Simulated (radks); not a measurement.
All-electron atom: neutral iron in [Ar] 3d6 4s1.5 4d0.5 (fractional occupations, a model configuration).

Method: scalar-relativistic Kohn-Sham, AM05, spin-polarised, spherical densities, point nucleus; open shells are filled with parallel spins first; computed with a radial shooting solver on a logarithmic mesh with Libxc functionals.

Energy parts (hartree):
part                       energy
total                 -1270.37609
kinetic                1285.12677
electron-nucleus      -3037.54818
Hartree                 535.54473
exchange-correlation    -53.49941

Orbitals (lengths in bohr, moments of r in powers of bohr):
| orbital | occ. | eigenvalue (hartree) | <r^4> | <r> | <r^2> |
|---|---|---|---|---|---|
| 1s up | 1 | -256.7632 | 0.00005460 | 0.05854 | 0.004608 |
| 1s down | 1 | -256.7621 | 0.00005459 | 0.05854 | 0.004608 |
| 2s up | 1 | -30.18221 | 0.01248 | 0.2676 | 0.08455 |
| 2s down | 1 | -30.10921 | 0.01239 | 0.2671 | 0.08425 |
| 2p up | 3 | -25.74996 | 0.009540 | 0.2360 | 0.06846 |
| 2p down | 3 | -25.69438 | 0.009446 | 0.2355 | 0.06816 |
| 3s up | 1 | -3.60447 | 0.9415 | 0.8114 | 0.7605 |
| 3s down | 1 | -3.44956 | 0.9562 | 0.8139 | 0.7654 |
| 3p up | 3 | -2.36475 | 1.331 | 0.8575 | 0.8680 |
| 3p down | 3 | -2.21177 | 1.371 | 0.8620 | 0.8781 |
| 3d up | 5 | -0.43850 | 7.210 | 1.104 | 1.617 |
| 4s up | 1 | -0.30020 | 128.1 | 2.763 | 8.790 |
| 3d down | 1 | -0.29616 | 11.36 | 1.179 | 1.907 |
| 4s down | 0.5 | -0.24739 | 178.0 | 2.969 | 10.22 |
| 4d up | 0.5 | -0.01775 | 81130 | 14.60 | 236.7 |

The highest occupied level is 4d up at -0.483 eV. The density falls to 0.001 e/bohr^3 at r = 4.17 bohr.
